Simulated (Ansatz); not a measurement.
**Molecular dynamics of AlClH₄OSi**

The input (input.yaml):

```yaml
crystal:
  periodic: [false, false, false]
  atoms:
    - { symbol: Al, position_ang: [0.392725, 0.011131, -0.604222] }
    - { symbol: Cl, position_ang: [1.248723, 0.1058, 1.879582] }
    - { symbol: H, position_ang: [1.759953, 0.50916, 0.280379] }
    - { symbol: O, position_ang: [-1.176493, -0.658942, -0.707485] }
    - { symbol: Si, position_ang: [-2.71968, -1.334892, -0.757328] }
    - { symbol: H, position_ang: [-2.795528, -2.478652, 0.212246] }
    - { symbol: H, position_ang: [-3.727109, -0.283338, -0.390992] }
    - { symbol: H, position_ang: [-2.98889, -1.830565, -2.149878] }
basis:
  gaussian: { orbitals: def2-SVPD }
hamiltonian:
  xc: revpbe
  dispersion: d4
md:
  timestep: 0.5
  n_steps: 200
  ensemble: nve
  temperature: 100.0
  initial_velocities: maxwell_boltzmann
  seed: 11117
```

Command:

```bash
$ ansatz run input.yaml --threads 4 --pin off --max-ram 5120MiB --backend cpu --events-out ev --progress --plain --runs-dir out
```

It starts at the highest image of a converged band, a first-order saddle point between two minima.

Output, in part (step lines, the closing report, with atoms numbered from 0):

```
md step     0: t =     0.00 fs  T =   100.0 K  F+E_penalty+E_count = -29095.44841603 eV  E_kin = 0.077556 eV  conserved = -29095.37086003 eV  (30 SCF iters)
md step     1: t =     0.50 fs  T =    99.2 K  F+E_penalty+E_count = -29095.44778237 eV  E_kin = 0.076925 eV  conserved = -29095.37085770 eV  (32 SCF iters)
md step     2: t =     1.00 fs  T =    96.9 K  F+E_penalty+E_count = -29095.44596980 eV  E_kin = 0.075119 eV  conserved = -29095.37085039 eV  (32 SCF iters)
md step     3: t =     1.50 fs  T =    93.2 K  F+E_penalty+E_count = -29095.44309514 eV  E_kin = 0.072256 eV  conserved = -29095.37083889 eV  (31 SCF iters)
md step     4: t =     2.00 fs  T =    88.3 K  F+E_penalty+E_count = -29095.43934158 eV  E_kin = 0.068517 eV  conserved = -29095.37082448 eV  (31 SCF iters)
md step     5: t =     2.50 fs  T =    82.7 K  F+E_penalty+E_count = -29095.43493850 eV  E_kin = 0.064130 eV  conserved = -29095.37080873 eV  (31 SCF iters)
md step     6: t =     3.00 fs  T =    76.5 K  F+E_penalty+E_count = -29095.43013703 eV  E_kin = 0.059343 eV  conserved = -29095.37079377 eV  (32 SCF iters)
md step     7: t =     3.50 fs  T =    70.1 K  F+E_penalty+E_count = -29095.42518241 eV  E_kin = 0.054402 eV  conserved = -29095.37078000 eV  (32 SCF iters)
[... lines left out ...]
Total energy: -29096.56662504 eV, -1069.2791011090 hartree
Atom 0 at     0.563477     0.126839    -0.515762 Å, force    -2.379917    -1.111117     0.709981 eV/Å
Atom 1 at     1.084302     0.015053     1.748255 Å, force     0.284015     0.425163    -1.855358 eV/Å
Atom 2 at     0.597766     0.534191    -2.187520 Å, force     0.790522     0.047585     1.352181 eV/Å
Atom 3 at    -1.013242    -0.699027    -0.393111 Å, force    -1.835983    -0.429375    -0.799335 eV/Å
Atom 4 at    -2.732453    -1.314460    -0.759882 Å, force     3.402833     0.989494     0.659722 eV/Å
Atom 5 at    -2.976831    -2.449442     0.188875 Å, force    -0.099541     0.066073     0.039162 eV/Å
Atom 6 at    -3.674966    -0.164466    -0.553239 Å, force    -0.022227    -0.078850    -0.052314 eV/Å
Atom 7 at    -2.720882    -1.842454    -2.164185 Å, force    -0.139702     0.091027    -0.054039 eV/Å
Dipole moment:    -0.035325     0.095600    -0.506470 e Å
```

The steps, from the saved trajectory:

| time (fs) | T (K) | potential energy less start (eV) | conserved less start (meV/atom) |
| --- | --- | --- | --- |
| 0 | 100 | 0.000 | 0.00 |
| 3 | 77 | 0.018 | 0.01 |
| 6 | 43 | 0.044 | 0.01 |
| 9 | 34 | 0.051 | 0.02 |
| 12 | 67 | 0.026 | 0.02 |
| 15 | 153 | -0.041 | 0.02 |
| 18 | 316 | -0.167 | 0.04 |
| 21 | 650 | -0.426 | 0.04 |
| 24 | 1185 | -0.841 | -0.01 |
| 27 | 1765 | -1.292 | -0.08 |
| 30 | 2175 | -1.610 | -0.11 |
| 33 | 2331 | -1.731 | -0.10 |
| 36 | 2280 | -1.692 | -0.09 |
| 39 | 2072 | -1.530 | -0.08 |
| 42 | 1717 | -1.254 | -0.08 |
| 45 | 1240 | -0.885 | -0.08 |
| 48 | 733 | -0.490 | 0.07 |
| 51 | 910 | -0.628 | 0.03 |
| 54 | 1587 | -1.155 | -0.15 |
| 57 | 1967 | -1.449 | -0.11 |
| 60 | 2206 | -1.634 | -0.10 |
| 63 | 2327 | -1.728 | -0.12 |
| 66 | 2249 | -1.668 | -0.12 |
| 69 | 1987 | -1.464 | -0.10 |
| 72 | 1607 | -1.170 | -0.14 |
| 75 | 958 | -0.665 | 0.04 |
| 78 | 792 | -0.537 | 0.02 |
| 81 | 1072 | -0.754 | -0.07 |
| 84 | 1311 | -0.939 | -0.03 |
| 87 | 1637 | -1.192 | -0.05 |
| 90 | 1986 | -1.464 | -0.08 |
| 93 | 2205 | -1.633 | -0.11 |
| 96 | 2116 | -1.564 | -0.10 |
| 99 | 1716 | -1.254 | -0.06 |

All steps were run. The conserved energy stayed within 0.16 meV per atom of its start (net change -0.046 meV per atom), so the integration is sound. The kinetic energy rose, since the run started high on the potential surface and went downhill. A run of 0.1 ps of so small a system gives no equilibrium averages. The orbitals stay closed-shell, which can raise the energy where a bond breaks towards radicals; this wasn't checked here.

Between its relaxed ends the band would form Cl2–H3 and break Al1–Cl2, Al1–H3. These pairs go: Cl2–H3 1.73 → 4.00 Å, Al1–Cl2 2.63 → 2.33 Å, Al1–H3 1.70 → 1.72 Å. In the last frame they stand as before the step (other bonds may differ from the relaxed reactants and products). It ends as one piece, AlClH4OSi. Pairs count as bonded within 1.25 times the sum of covalent radii (0.12 Å more for H–H).

Last frame:

```xyz
8
Properties=species:S:1:pos:R:3
Al 0.564 0.127 -0.516
Cl 1.084 0.015 1.748
H 0.598 0.534 -2.188
O -1.013 -0.699 -0.393
Si -2.732 -1.315 -0.760
H -2.977 -2.449 0.189
H -3.675 -0.165 -0.553
H -2.721 -1.843 -2.164
```

Run time: 4.8 min on 4 threads of Arm Neoverse V1, on a shared host, peak memory 0.18 GiB.
